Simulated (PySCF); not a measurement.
Delta-SCF ions had no search for a lower state. Excitations are Tamm–Dancoff values on a coarser integration grid. The basis has no diffuse functions, so Rydberg states are missing or too high.

# C₃H₅Cl, SMILES `C/C=C/Cl` (charge 0, multiplicity 1)

These are PBE0-D3(BJ)/def2-TZVP (PySCF 2.14.0) values and carry that method's errors.

- HOMO = -7.11 eV
- dipole moment = 1.91 D
- HOMO–LUMO gap = 7.18 eV
- LUMO = 0.07 eV
- S1 excitation (TDA) = 6.70 eV
- S1 oscillator strength = 0.000
- brightest of the four lowest singlets (TDA) = 7.06 eV
- T1 excitation (TDA) = 4.13 eV
- S1–T1 gap (TDA) = 2.57 eV
- vertical ionisation energy (Delta-SCF) = 9.29 eV
- total energy = -577.2707 Ha
- cost = around 60 core-seconds (rough)

Bonded distances (Å): C1–C2 1.489, C1–H5 1.091, C1–H6 1.094, C1–H7 1.094, C2–C3 1.323, C2–H8 1.086, C3–Cl4 1.723, C3–H9 1.083. Bond angles (°): C2–C1–H5 111.7, C2–C1–H6 110.9, C2–C1–H7 110.9, H5–C1–H6 108.2, H5–C1–H7 108.2, H6–C1–H7 106.8, C1–C2–C3 123.3, C1–C2–H8 117.8, C3–C2–H8 118.9, C2–C3–Cl4 123.4, C2–C3–H9 123.5, Cl4–C3–H9 113.1.
